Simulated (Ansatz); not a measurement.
Program: Ansatz. Geometries: PBE0-D4/def2-TZVP. ΔE: electronic, gas phase. CCSD(T)/CBS adds triple-zeta CCSD(T) − MP2 to the extrapolated MP2 energy (def2 sets, frozen cores). Each species was taken in one conformer, which may not be the lowest.

Reaction (ligand exchange at the Si–S bond): `OC(S)S[SiH3]` + `[CH3][Al]([OH])[SiH3]` → `[CH3][Al]([SiH3])[O][SiH3]` + `OC(S)S`

```
                     species  CCSD(T)/CBS(def2) energy (Eh)
              `OC(S)S[SiH3]`                    -1201.46679
     `[CH3][Al]([OH])[SiH3]`                     -648.59287
`[CH3][Al]([SiH3])[O][SiH3]`                     -938.91404
                    `OC(S)S`                     -911.16421
```

Problem. Work out ΔE.

Solution. ΔE = (-938.91404) + (-911.16421) − (-1201.46679) − (-648.59287) = -0.01859 Eh = -48.8 kJ/mol.

Largest T1 diagnostic among the species: 0.013.

From PBE to PBE0 (25 % exact exchange), in def2-TZVPP and without D4, ΔE moves by −6.3 kJ/mol. In def2-TZVPP, CCSD(T) changes the Hartree–Fock value by +23.1 kJ/mol (the triples alone add +4.5 kJ/mol) and MP2 by +26.5 kJ/mol. The D4 term adds +3.3 kJ/mol with B3LYP and +1.6 kJ/mol with PBE0; it sums over pairs of atoms, weighted by their polarisabilities, and B3LYP, whose exchange is more repulsive, gets the larger term.

B3LYP here is the variant with VWN-RPA as its local correlation; programs differ in this.
